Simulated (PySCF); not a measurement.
# Fe²⁴⁺ (iron, charge +24) across methods

1s2, closed-shell 1S. All numbers are calculated (PySCF 2.14, the spin-free X2C one-electron Hamiltonian (Gaussian nucleus), in an uncontracted even-tempered set (17 s from 26 bohr⁻², ratio 2.2; 7 p from 40 bohr⁻², ratio 2.4; 4 d from 120 bohr⁻², ratio 2.4; 3 f from 180 bohr⁻², ratio 2.4; 3 g from 270 bohr⁻², ratio 2.4)).

```json
{"method": "LDA", "E (hartree)": "-663.682", "mean ε 1s (eV)": "-8649.8", "Σ⟨r²⟩ (bohr²)": "0.008943", "⟨S²⟩": "0.000"}
{"method": "M06-2X", "E (hartree)": "-665.785", "mean ε 1s (eV)": "-8749.9", "Σ⟨r²⟩ (bohr²)": "0.008912", "⟨S²⟩": "0.000"}
{"method": "UHF", "E (hartree)": "-665.72332", "mean ε 1s (eV)": "-8835.2", "Σ⟨r²⟩ (bohr²)": "0.008893", "⟨S²⟩": "0.000"}
{"method": "r2SCAN", "E (hartree)": "-665.794", "mean ε 1s (eV)": "-8689.2", "Σ⟨r²⟩ (bohr²)": "0.008904", "⟨S²⟩": "0.000"}
{"method": "revPBE", "E (hartree)": "-665.724", "mean ε 1s (eV)": "-8671.5", "Σ⟨r²⟩ (bohr²)": "0.008917", "⟨S²⟩": "0.000"}
{"method": "PBE", "E (hartree)": "-665.485", "mean ε 1s (eV)": "-8669.8", "Σ⟨r²⟩ (bohr²)": "0.008921", "⟨S²⟩": "0.000"}
{"method": "PBE0", "E (hartree)": "-665.556", "mean ε 1s (eV)": "-8711.4", "Σ⟨r²⟩ (bohr²)": "0.008913", "⟨S²⟩": "0.000"}
```
